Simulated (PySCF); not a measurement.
H₃As, triplet, at the geometry of the source list (a higher spin typed on purpose: for a closed-shell molecule this is an excited state); DF-B3LYP5/def2-SVPD in PySCF.

Input for PySCF:
```python
from pyscf import gto, scf, dft

mol = gto.M(
    atom='''
As    0.00400000   -0.00260000    0.65880000
H    -0.72090000   -0.97200000   -0.22550000
H    -0.48990000    1.11570000   -0.20830000
H     1.20680000   -0.14110000   -0.22500000
''',
    basis='def2-svpd',
    spin=2,
    verbose=4,
)

mf = dft.UKS(mol)
mf.xc = 'b3lyp5'
mf = mf.density_fit(auxbasis='def2-universal-jkfit')
mf.kernel()
```

It wrote (shortened):

```
PySCF version 2.14.0

[INPUT] verbose = 4
[INPUT] num. atoms = 4
[INPUT] num. electrons = 36
[INPUT] charge = 0
[INPUT] spin (= nelec alpha-beta = 2S) = 2
[INPUT] symmetry False subgroup None
[INPUT] Mole.unit = angstrom
[INPUT] Symbol           X                Y                Z      unit          X                Y                Z       unit  Magmom
[INPUT]  1 As     0.004000000000  -0.002600000000   0.658800000000 AA    0.007558904498  -0.004913287924   1.244951570863 Bohr   0.0
[INPUT]  2 H     -0.720900000000  -0.972000000000  -0.225500000000 AA   -1.362303563199  -1.836813793077  -0.426133241089 Bohr   0.0
[INPUT]  3 H     -0.489900000000   1.115700000000  -0.208300000000 AA   -0.925776828424   2.108367437177  -0.393629951747 Bohr   0.0
[INPUT]  4 H      1.206800000000  -0.141100000000  -0.225000000000 AA    2.280521487125  -0.266640356176  -0.425188378027 Bohr   0.0

nuclear repulsion = 35.7046454065059
number of shells = 26
number of NR pGTOs = 110
number of NR cGTOs = 62
basis = def2-svpd
ecp = {}

******** <class 'pyscf.df.df_jk.DFUKS'> ********
method = DFUKS
initial guess = minao
damping factor = 0
level_shift factor = 0
DIIS = <class 'pyscf.scf.diis.CDIIS'>
diis_start_cycle = 1
diis_space = 8
diis_damp = 0
SCF conv_tol = 1e-09
SCF conv_tol_grad = None
SCF max_cycles = 50
direct_scf = False
number electrons alpha = 19  beta = 17
XC library pyscf.dft.libxc version 7.1.2
    S. Lehtola, C. Steigemann, M. J. T. Oliveira, and M. A. L. Marques,  SoftwareX 7, 1–5 (2018)
XC functionals = b3lyp5
    P. A. M. Dirac,  Math. Proc. Cambridge Philos. Soc. 26, 376 (1930)
    F. Bloch,  Z. Phys. 57, 545 (1929)
    A. D. Becke,  Phys. Rev. A 38, 3098 (1988)
    C. Lee, W. Yang, and R. G. Parr,  Phys. Rev. B 37, 785 (1988)
    B. Miehlich, A. Savin, H. Stoll, and H. Preuss,  Chem. Phys. Lett. 157, 200 (1989)
    S. H. Vosko, L. Wilk, and M. Nusair,  Can. J. Phys. 58, 1200 (1980)
radial grids:
    Treutler-Ahlrichs [JCP 102, 346 (1995); DOI:10.1063/1.469408] (M4) radial grids

becke partition: Becke, JCP 88, 2547 (1988); DOI:10.1063/1.454033
pruning grids: <function nwchem_prune>
grids dens level: 3
symmetrized grids: False
atomic radii adjust function: <function treutler_atomic_radii_adjust>
small_rho_cutoff = 0
Set gradient conv threshold to 3.16228e-05
tot grids = 49848
******** <class 'pyscf.df.df.DF'> ********
auxbasis = def2-universal-jkfit
init E= -2236.42449079477

cycle= 1 E= -2237.05047627986  delta_E= -0.626  |g|= 0.19  |ddm|= 1.59

cycle= 2 E= -2237.05456934296  delta_E= -0.00409  |g|= 0.184  |ddm|= 0.519

cycle= 3 E= -2237.0622577434  delta_E= -0.00769  |g|= 0.013  |ddm|= 0.272

cycle= 4 E= -2237.0624453269  delta_E= -0.000188  |g|= 0.00493  |ddm|= 0.0574

cycle= 5 E= -2237.06250420975  delta_E= -5.89e-05  |g|= 0.0023  |ddm|= 0.0229

cycle= 6 E= -2237.06252774884  delta_E= -2.35e-05  |g|= 0.00118  |ddm|= 0.0214

cycle= 7 E= -2237.06254253295  delta_E= -1.48e-05  |g|= 0.00049  |ddm|= 0.0251

cycle= 8 E= -2237.0625468667  delta_E= -4.33e-06  |g|= 0.000219  |ddm|= 0.0206

cycle= 9 E= -2237.06254747884  delta_E= -6.12e-07  |g|= 9.43e-05  |ddm|= 0.00858

cycle= 10 E= -2237.06254761523  delta_E= -1.36e-07  |g|= 4.26e-05  |ddm|= 0.00495

cycle= 11 E= -2237.06254763041  delta_E= -1.52e-08  |g|= 2.44e-05  |ddm|= 0.00125

cycle= 12 E= -2237.06254763853  delta_E= -8.12e-09  |g|= 1.76e-05  |ddm|= 0.000734

cycle= 13 E= -2237.0625476439  delta_E= -5.37e-09  |g|= 1.71e-05  |ddm|= 0.000217

cycle= 14 E= -2237.06254765122  delta_E= -7.32e-09  |g|= 1.67e-05  |ddm|= 0.000292

cycle= 15 E= -2237.06254769118  delta_E= -4e-08  |g|= 1.51e-05  |ddm|= 0.00171

cycle= 16 E= -2237.06254779714  delta_E= -1.06e-07  |g|= 8.72e-06  |ddm|= 0.00644

cycle= 17 E= -2237.06254782568  delta_E= -2.85e-08  |g|= 5.98e-06  |ddm|= 0.00366

cycle= 18 E= -2237.0625478307  delta_E= -5.02e-09  |g|= 3.66e-06  |ddm|= 0.00143

cycle= 19 E= -2237.06254783208  delta_E= -1.38e-09  |g|= 2.26e-06  |ddm|= 0.001

cycle= 20 E= -2237.06254783215  delta_E= -6.96e-11  |g|= 1.07e-06  |ddm|= 0.00012

Extra cycle  E= -2237.06254783216  delta_E= -9.55e-12  |g|= 7.86e-07  |ddm|= 2.47e-05
converged SCF energy = -2237.06254783216  <S^2> = 2.0040861  2S+1 = 3.0027228
```
